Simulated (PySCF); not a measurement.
Species: C₅H₁₀OSSi.
SMILES with atom numbers: `[CH2:1]1[CH2:2][CH:3]1[C@@H:4]1[CH2:5][O:6][SiH2:7][S:8]1`

Definitions: NICS(0) = −σiso at the ring centroid; NICS(1) = −σiso and NICS(1)zz = −σzz at ±1 Å along the ring normal z. Level: GIAO PBE0/pcSseg-1 (PySCF, non-relativistic, gas phase) on the GFN2-xTB geometry, one conformer.

Rings: 1. C1–C2–C3; 2. C4–C5–O6–Si7–S8.

| set | NICS(0) | NICS(1), two faces | NICS(1)zz, two faces |
| --- | --- | --- | --- |
| P | -8.8 | -3.7 / -3.8 | -5.7 / -6.0 |
| Q | -43.0 | -8.3 / -8.7 | -19.0 / -23.3 |

Task: Which set (ppm) belongs to which ring?

Result: P = 2, Q = 1.
- 1 (3-membered carbocycle; formal bonds all single): mean NICS(1)zz -21.1 ppm, shielded. C1, C2, C3 have four or more neighbours; no verdict on aromaticity is drawn.
- 2 (5-membered ring with O, S and Si; formal bonds all single): mean NICS(1)zz -5.8 ppm, shielded. C4, C5, Si7 have four or more neighbours; no verdict on aromaticity is drawn.

Task: How do the rings differ in shape?

Result: 
| ring | bond lengths (Å) | rms pucker (Å) | HOMA | nearest outside atom to a NICS(1) probe (Å) |
| --- | --- | --- | --- | --- |
| 1 | 1.497, 1.498, 1.501 | 0.00 | – | hydrogen 1.44 |
| 2 | 1.529, 1.399, 1.627, 2.143, 1.839 | 0.18 | – | hydrogen 1.42 |

Hardware: one thread of an Arm Neoverse N1, shared host with 64 logical CPUs at a one-minute load of 64. Cost: 80 s of wall time (with the writing of density and orbital grids), 0.90 GiB resident at most. This is the whole shielding run at PBE0/pcSseg-1, SCF included.
